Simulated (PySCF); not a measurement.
Q: Write Cartesian coordinates for `C[NH][AlH][Cl]` as optimised with PBE0-D3(BJ)/def2-SVP.

A: 
```
atom  x, y, z in Å
C1    -1.0296    0.1873    0.1689
N2     0.3796   -0.1134    0.2723
Al3    1.7103    1.0288    0.4846
Cl4    3.6617    0.2354    0.5327
H5    -1.6288   -0.3017    0.9582
H6    -1.4589   -0.1136   -0.8045
H7    -1.1967    1.2718    0.2687
H8     0.5755   -1.1068    0.1909
H9     1.4551    2.5743    0.6310
```

Orientation and origin are arbitrary. Atoms count from 1 in this order. Al3 (aluminium bonded to Cl, N and H) is planar (angles 121.6°, 121.2° and 117.2°, sum 360.0°, 0.00 Å off the plane of its three neighbours). N2 (nitrogen bonded to Al, C and H) is planar (angles 127.5°, 119.8° and 112.7°, sum 360.0°, 0.01 Å off the plane of its three neighbours). The 4 heavy atoms lie in one plane (0.011 Å rms).

Bonds between heavy atoms (Å): C1–N2 1.445, N2–Al3 1.767, Al3–Cl4 2.107.

Computed, not measured: PBE0-D3(BJ)/def2-SVP geometry optimisation, gas phase in PySCF.

Stationary, but not proved a minimum. One conformer, not necessarily the lowest (C1–N2–Al3–Cl4 -178°).

The run took 12 s wall on one thread, Arm Neoverse V1 (aarch64), shared host with 32 logical CPUs at a one-minute load of 44, and the process peaked at 0.35 GiB of memory. This is the geometry optimisation.
